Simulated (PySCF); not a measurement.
Cd(H)(GeH3) (CdGeH4), SMILES [GeH3][CdH].

Geometry optimised at PBE0-D3(BJ)/def2-TZVP. The def2 effective core potentials stand for the cores of Cd; spin–orbit coupling is left out.

All values below come from r2SCAN/def2-TZVPD (PySCF).

Symmetry labels are those of the subgroup Cs that the program uses (full group C3v).

Computed valence orbital energies around the gap with their symmetry:
| orbital | symmetry | energy (eV) |
|---|---|---|
| HOMO−7 | A' | -13.26 |
| HOMO−6 | A' | -13.24 |
| HOMO−5 | A" | -13.22 |
| HOMO−4 | A' | -13.22 |
| HOMO−3 | A" | -8.37 |
| HOMO−2 | A' | -8.37 |
| HOMO−1 | A' | -8.30 |
| HOMO | A' | -6.41 |
| LUMO | A' | -1.43 |
| LUMO+1 | A" | -1.43 |
| LUMO+2 | A' | -0.65 |
| LUMO+3 | A' | 0.95 |
